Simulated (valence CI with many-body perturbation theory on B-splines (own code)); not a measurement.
## Dy⁶⁰⁺: electric-dipole lines

Level of theory: configuration interaction combined with many-body perturbation theory (CI+MBPT): four valence electrons over a frozen Dirac-Fock core [He], radial functions for each j: 11 s, 11 p, 10 d, 8 f, 5 g, 2 h, with the one-electron correlation potential Σ1 (screened to all orders), the two-electron term Σ2, the three-electron term Σ3, Breit, model QED; selected single and double excitations, second order for the rest, scaled by the run's own slope (own B-spline code, finite nucleus).

The last digits are not significant, and no measured levels were compared; by estimate large intervals hold to a few tenths of a per cent, small ones and those within an open d or f shell to about a per cent. Among the levels kept, up to 930 cm⁻¹ of a level comes from second order outside the variational space, and about a tenth of that is noise between levels of different J, which matters for small intervals.

Lines 1 to 50 of 552 in falling wavelength, among levels below 85818 × 10³ cm⁻¹, chosen from the strongest by gf and those to the six lowest levels. Wavelengths and rates use the calculated energies. Electric multipoles are in the length gauge, E1 and E2 with the static RPA response of the core. Weak lines are less certain than strong ones. Lines between different terms over intervals too small for the method are left out, as are lines whose strength nearly cancels. The highest levels of a list are the least certain.

Levels are named by their leading jj configuration (3d3/2^4 stands for four electrons in 3d with j = 3/2), which in mixed levels can hold well under half, so a name can repeat and another be missing. Letters in brackets count levels of one name in rising energy.

```csv
λ vac (nm),Upper,Lower,A (s⁻¹),S (a.u.) with core polarisation,S without
10.96,(2s 2p1/2 2p3/2 3p1/2) J=2 [b],(2s 2p1/2 2p3/2 3s) J=3,1.28e+10,4.16e-02,4.16e-02
9.616,(2s 2p3/2^2 3d5/2) J=4 [a],(2s 2p3/2^2 3p3/2) J=3 [a],1.37e+10,5.41e-02,5.41e-02
9.470,(2s 2p1/2 2p3/2 3d5/2) J=4 [a],(2s^2 2p3/2 3d5/2) J=3,1.01e+10,3.80e-02,3.80e-02
9.368,(2s 2p3/2^2 3d5/2) J=3 [c],(2s 2p3/2^2 3p3/2) J=2 [c],2.07e+10,5.88e-02,5.88e-02
9.343,(2s 2p1/2 2p3/2 3d5/2) J=5,(2s 2p1/2 2p3/2 3p3/2) J=4,2.69e+10,1.19e-01,1.19e-01
9.269,(2s 2p1/2 2p3/2 3d5/2) J=3 [c],(2s 2p1/2 2p3/2 3p3/2) J=2 [c],2.09e+10,5.74e-02,5.74e-02
9.263,(2s 2p3/2^2 3d5/2) J=5,(2s 2p3/2^2 3p3/2) J=4,2.61e+10,1.13e-01,1.13e-01
9.260,(2p1/2^2 2p3/2 3d5/2) J=4,(2p1/2^2 2p3/2 3p3/2) J=3,2.94e+10,1.04e-01,1.04e-01
9.252,(2s 2p1/2^2 3d5/2) J=3,(2s 2p1/2^2 3p3/2) J=2,2.79e+10,7.62e-02,7.62e-02
9.251,(2s 2p1/2 2p3/2 3d5/2) J=2 [c],(2s 2p1/2 2p3/2 3p3/2) J=1 [c],1.96e+10,3.84e-02,3.84e-02
9.231,(2p1/2^2 2p3/2 3d5/2) J=3,(2p1/2^2 2p3/2 3p3/2) J=2,2.46e+10,6.67e-02,6.67e-02
9.219,(2p1/2 2p3/2^2 3d5/2) J=3,(2p1/2 2p3/2^2 3p3/2) J=2 [a],2.14e+10,5.78e-02,5.78e-02
9.198,(2p1/2 2p3/2^2 3d5/2) J=4,(2p1/2 2p3/2^2 3p3/2) J=3 [a],2.83e+10,9.77e-02,9.78e-02
9.181,(2s^2 2p3/2 3d5/2) J=4,(2s^2 2p3/2 3p3/2) J=3,2.25e+10,7.74e-02,7.74e-02
9.172,(2s^2 2p1/2 3d5/2) J=2,(2s^2 2p1/2 3p3/2) J=1,2.06e+10,3.92e-02,3.91e-02
9.144,(2s 2p3/2^2 3d5/2) J=4 [b],(2s 2p3/2^2 3p3/2) J=3 [b],2.27e+10,7.71e-02,7.71e-02
9.125,(2s 2p1/2 2p3/2 3d5/2) J=3 [a],(2s 2p1/2 2p3/2 3p3/2) J=2 [a],1.55e+10,4.08e-02,4.08e-02
9.101,(2s 2p1/2 2p3/2 3d5/2) J=4 [a],(2s 2p1/2 2p3/2 3p3/2) J=3 [a],1.53e+10,5.12e-02,5.12e-02
9.062,(2s 2p1/2 2p3/2 3d5/2) J=3 [d],(2s 2p1/2 2p3/2 3p3/2) J=2 [d],2.29e+10,5.89e-02,5.89e-02
9.047,(2s^2 2p3/2 3d5/2) J=3,(2s^2 2p3/2 3p3/2) J=2,1.38e+10,3.53e-02,3.53e-02
9.035,(2s 2p1/2 2p3/2 3d5/2) J=4 [b],(2s 2p1/2 2p3/2 3p3/2) J=3 [b],2.36e+10,7.72e-02,7.73e-02
9.010,(2s 2p3/2^2 3d5/2) J=3 [b],(2s 2p3/2^2 3p3/2) J=2 [b],2.49e+10,6.29e-02,6.29e-02
8.945,(2s 2p1/2 2p3/2 3d5/2) J=4 [c],(2s 2p1/2 2p3/2 3p3/2) J=3 [c],2.93e+10,9.30e-02,9.30e-02
8.856,(2s 2p3/2^2 3d5/2) J=2 [b],(2s 2p3/2^2 3p3/2) J=1 [b],2.14e+10,3.67e-02,3.67e-02
8.788,(2s^2 2p1/2 3d5/2) J=3,(2s^2 2p1/2 3p3/2) J=2,3.00e+10,7.02e-02,7.02e-02
8.579,(2p1/2^2 2p3/2 3d5/2) J=2,(2p1/2^2 2p3/2 3p3/2) J=1,2.20e+10,3.43e-02,3.43e-02
8.518,(2s 2p1/2^2 3d5/2) J=2,(2s 2p1/2^2 3p3/2) J=1,3.20e+10,4.89e-02,4.89e-02
6.490,(2s 2p1/2 2p3/2^2) J=2 [a],(2s^2 2p3/2^2) J=2,1.68e+09,1.13e-03,1.13e-03
6.212,(2s 2p1/2 2p3/2 3p3/2) J=4,(2s^2 2p3/2 3p3/2) J=3,2.61e+10,2.78e-02,2.78e-02
5.921,(2p1/2 2p3/2^2 3p3/2) J=4,(2s 2p3/2^2 3p3/2) J=3 [b],3.92e+10,3.61e-02,3.62e-02
5.330,(2s 2p1/2 2p3/2^2) J=3,(2s^2 2p3/2^2) J=2,1.25e+10,6.55e-03,6.56e-03
5.302,(2s 2p1/2^2 2p3/2) J=2,(2s^2 2p1/2 2p3/2) J=2,9.98e+09,3.67e-03,3.68e-03
5.211,(2p1/2^2 2p3/2 3p3/2) J=3,(2s 2p1/2 2p3/2 3p3/2) J=2 [c],5.60e+10,2.74e-02,2.74e-02
4.929,(2s 2p1/2^2 2p3/2) J=2,(2s^2 2p1/2 2p3/2) J=1,1.45e+10,4.28e-03,4.29e-03
4.493,(2p1/2^2 2p3/2 3p3/2) J=1,(2s 2p1/2 2p3/2 3p3/2) J=1 [b],1.51e+11,2.03e-02,2.03e-02
4.264,(2p1/2^2 2p3/2 3p3/2) J=3,(2s 2p1/2 2p3/2 3p3/2) J=2 [b],7.06e+10,1.89e-02,1.89e-02
4.140,(2s 2p1/2 2p3/2 3d3/2) J=3 [b],(2s 2p1/2 2p3/2 3p1/2) J=2 [b],1.12e+11,2.74e-02,2.74e-02
4.139,(2p1/2 2p3/2^2 3d3/2) J=3 [b],(2p1/2 2p3/2^2 3p1/2) J=2 [b],1.28e+11,3.13e-02,3.13e-02
4.124,(2p1/2 2p3/2^2 3p3/2) J=3 [b],(2s 2p3/2^2 3p3/2) J=3 [a],1.28e+11,3.09e-02,3.09e-02
4.112,(2p1/2 2p3/2^2 3p3/2) J=4,(2s 2p3/2^2 3p3/2) J=3 [a],1.07e+11,3.31e-02,3.31e-02
4.111,(2p1/2 2p3/2^2 3d3/2) J=2 [b],(2p1/2 2p3/2^2 3p1/2) J=2 [b],1.82e+11,3.12e-02,3.13e-02
4.083,(2s 2p1/2 2p3/2^2) J=1 [a],(2s^2 2p3/2^2) J=2,2.17e+10,2.19e-03,2.19e-03
4.080,(2s 2p1/2 2p3/2 3d3/2) J=2 [d],(2s 2p1/2 2p3/2 3p1/2) J=1 [c],1.49e+11,2.50e-02,2.50e-02
4.029,(2p1/2 2p3/2^2 3d3/2) J=1 [b],(2p1/2 2p3/2^2 3p1/2) J=2 [b],1.73e+11,1.68e-02,1.68e-02
4.022,(2s^2 2p1/2 3d3/2) J=1,(2s^2 2p1/2 3p1/2) J=0,1.76e+11,1.70e-02,1.70e-02
4.018,(2s 2p1/2 2p3/2 3p3/2) J=1 [a],(2s 2p1/2 2p3/2 3s) J=1 [a],1.81e+11,1.74e-02,1.74e-02
4.004,(2p1/2^2 2p3/2 3d5/2) J=4,(2s 2p1/2 2p3/2 3d5/2) J=5,6.34e+10,1.81e-02,1.81e-02
3.997,(2p1/2 2p3/2^2 3p3/2) J=1 [a],(2p1/2 2p3/2^2 3s) J=2 [b],1.99e+11,1.88e-02,1.88e-02
3.996,(2s 2p1/2^2 2p3/2) J=1,(2s^2 2p1/2 2p3/2) J=2,4.08e+10,3.85e-03,3.86e-03
3.996,(2s 2p1/2 2p3/2 3d3/2) J=2 [b],(2s 2p1/2 2p3/2 3p1/2) J=2 [b],1.96e+11,3.09e-02,3.09e-02
```
